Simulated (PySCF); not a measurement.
Al(H)2(OH)(MeCN), C2H6AlNO, singlet (CAM-B3LYP/def2-SVP optimised geometry):

```
11

Al    -0.398    -0.597     0.000
H     -1.200    -1.766    -0.719
H      1.200    -0.597     0.000
O     -1.199     0.930     0.000
H     -0.734     1.766     0.068
C     -1.175    -2.105     4.349
C     -0.910    -1.618     3.007
N     -0.704    -1.232     1.946
H     -1.884    -1.433     4.852
H     -0.240    -2.141     4.924
H     -1.608    -3.114     4.297
```

Level of theory: CAM-B3LYP/def2-TZVP run with PySCF 2.14.0.

Task: What are the frontier orbital energies and the dipole moment?

Result: HOMO-2 -9.69 eV, HOMO-1 -9.21 eV, HOMO -8.36 eV, LUMO 0.37 eV, LUMO+1 0.45 eV; dipole moment 8.24 D.

On the same geometry PBE/def2-TZVP run with PySCF gives HOMO-2 -6.62 eV, HOMO-1 -6.09 eV, HOMO -5.67 eV, LUMO -1.84 eV, LUMO+1 -1.78 eV; dipole moment 7.92 D.

Meta-Löwdin charges at CAM-B3LYP/def2-TZVP: Al1 0.61, H2 -0.19, H3 -0.20, O4 -0.82, H5 0.33, C6 -0.35, C7 0.23, N8 -0.12, H9 0.17, H10 0.17, H11 0.17.
